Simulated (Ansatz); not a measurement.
Harmonic frequencies (cm⁻¹) at PBE0-D4/def2-TZVP from Ansatz: 81, 81, 97, 101, 101, 266, 388, 395, 395.

Question: Which molecule is it?
A. `[F][Hf]([F])([Cl])[Br]`
B. `[OH][Hf]([F])([Cl])[Br]`
C. `[OH][Hf]([OH])([F])[F]`
D. `[Cl][Hf]([Cl])([Cl])[Br]`

Answer: D.
